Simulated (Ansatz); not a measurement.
```xyz
14

Si    1.416    0.397   -1.730
C     0.188    1.415   -0.716
O     0.478    1.282    0.655
Al    0.004    0.179    1.851
Si   -1.585   -1.590    1.242
H     1.098    0.459   -3.183
H     2.803    0.880   -1.504
H     1.323   -1.017   -1.266
H    -0.835    1.090   -0.954
H     0.249    2.474   -0.995
H     0.659    0.407    3.272
H    -2.726   -1.667    2.200
H    -2.155   -1.385   -0.120
H    -0.917   -2.924    1.248
```

Charge 0, multiplicity 1.

Task: List the PBE0/def2-TZVPP orbital energies in eV (Ansatz 0.2.0). (Estimate.)

Result: The calculation gave: Occupied: -1802.40, -1802.29, -1527.97, -522.55, -279.44, -144.78, -144.67, -113.84, -99.43, -99.43, -99.42, -99.32, -99.32, -99.31, -73.95, -73.79, -73.74, -27.94, -19.01, -15.07, -14.89, -13.64, -12.76, -11.26, -10.23, -9.82, -9.78, -9.68, -9.66, -8.86, -7.71, -7.51. Lowest empty: -1.52, -0.26, 0.23, 0.60, 1.07, 1.25, 1.42, 1.68.
